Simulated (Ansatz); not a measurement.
`F[SiH]1CS1`, 7 atoms. Charge 0, multiplicity 1. All runs use 2 threads of an Intel Xeon Platinum 8259CL on a shared host. Correlated methods freeze the cores.

Problem. How many basis functions does each run have, and how long does it take in Ansatz? RKS PBE0-D4/def2-SVP energy; RKS PBE0-D4/def2-QZVPP energy; RKS HSE06 (plane-wave form)-D4/def2-TZVPP energy; RKS B2PLYP (frozen core)/def2-TZVPP energy; RHF-CCSD(T)/def2-SVP energy; RKS ωB97M-V/def2-SVP energy; RKS SPW92 (LDA)/def2-TZVPP energy; RKS PBE0-D4/def2-TZVP frequencies; RHF-MP2/def2-QZVPP energy; RHF-CCSD(T)/def2-TZVPP energy; RKS ωB97M-V/def2-QZVPP energy; RKS B3LYP-D4/def2-TZVPP energy and forces. (An estimate is asked.)

Solution. Ansatz gave: Other jobs shared the machine, so times are rough.

| level | job | functions | wall time | peak host memory (GiB) |
| --- | --- | --- | --- | --- |
| RKS PBE0-D4/def2-SVP | energy | 79 | 1.4 s | 0.15 |
| RKS SPW92 (LDA)/def2-TZVPP | energy | 188 | 1.9 s | 0.22 |
| RHF-CCSD(T)/def2-SVP | energy | 79 | 2.9 s | 0.23 |
| RKS HSE06 (plane-wave form)-D4/def2-TZVPP | energy | 188 | 4.3 s | 0.41 |
| RKS ωB97M-V/def2-SVP | energy | 79 | 4.9 s | 0.22 |
| RKS B3LYP-D4/def2-TZVPP | energy and forces | 188 | 6.5 s | 0.44 |
| RKS PBE0-D4/def2-QZVPP | energy | 344 | 8 s | 0.94 |
| RKS B2PLYP (frozen core)/def2-TZVPP | energy | 188 | 8.5 s | 0.4 |
| RKS ωB97M-V/def2-QZVPP | energy | 344 | 16 s | 1.1 |
| RHF-MP2/def2-QZVPP | energy | 344 | 23 s | 1.3 |
| RHF-CCSD(T)/def2-TZVPP | energy | 188 | 47 s | 1.9 |
| RKS PBE0-D4/def2-TZVP | frequencies | 154 | 100 s | 0.34 |

B3LYP here is the variant with VWN-RPA as its local correlation; programs differ in this.
